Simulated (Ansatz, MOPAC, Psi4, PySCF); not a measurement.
System: C$_{4}$H$_{8}$O (charge 0, singlet). SMILES: CCCC=O
Geometry: optimised at B3LYP-D3(BJ)/def2-TZVP (Ansatz, a program for electronic structure).

Quantity: enthalpy of formation at 298 K, in kcal/mol. Set-up: non-relativistic; spin-orbit terms left out; UHF or UKS for open shells; dispersion terms only where a functional's name holds one; valence correlation only; six Cartesian d functions in 6-31G* and its kin unless marked 5d; 6-311+G** with 5d. CBS(X,Y): correlation extrapolated as X^-3; Hartree-Fock from the larger set. [CCSD(T)-MP2]/basis is that difference in the basis named. Ab initio and DFT rows: single points at B3LYP-D3(BJ) geometries (Ansatz), with unscaled harmonic terms from B3LYP/6-31G* (Ansatz) at its own minima, enthalpies of formation by atomisation with measured atoms. Semi-empirical rows: MOPAC heats of formation at their own minima for 298 K.

Measured values: CRC Handbook, as tabulated in the package chemicals; they hold spin-orbit and core effects, anharmonicity and other conformers. 

Value to compare with, the measured value: -48.9 kcal/mol.

```csv
level,program,enthalpy of formation at 298 K (kcal/mol),error
PM6,MOPAC,-46.7,2.2
HF/STO-3G,Ansatz,104.8,153.7
PBE/3-21G,Ansatz,-64.0,-15.1
PBE/6-31G*,Ansatz,-79.8,-30.9
PBE/def2-SVP,Ansatz,-85.3,-36.4
BP86/6-31G* (5d),PySCF,-88.9,-40.0
B3LYP/STO-3G,Ansatz,-238.7,-189.8
B3LYP/6-31G*,Ansatz,-44.2,4.7
B3LYP/6-31+G*,Ansatz,-33.8,15.1
M06-2X/6-311+G**,PySCF,-40.2,8.7
wB97X-D/6-31G*,Psi4,-51.6,-2.7
MP2/STO-3G,Ansatz,-37.9,11.0
B3PW91/6-31G* (5d),PySCF,-51.2,-2.3
M06-2X/def2-TZVPD,PySCF,-46.3,2.6
B2PLYP-D3(BJ)/def2-TZVPD,Ansatz + dftd3,-37.5,11.4
"RI-MP2/CBS(cc-pVTZ,cc-pVQZ)+[CCSD(T)-MP2]/cc-pVTZ",Ansatz,-48.1,0.8
```

Among the 13 habitual levels, B3LYP/STO-3G lies farthest from the measured value (-189.8 kcal/mol); 6 of 13 lie above it, and their mean absolute error is 39.4 kcal/mol, the median 15.1. One case shows no general order.

The levels are drawn from those run, B3LYP/6-31G* more often than the rest, none by its result; left out are runs that failed, that the program found above a lower state of the same kind, or whose <S^2> lies over 0.5 above the pure value.
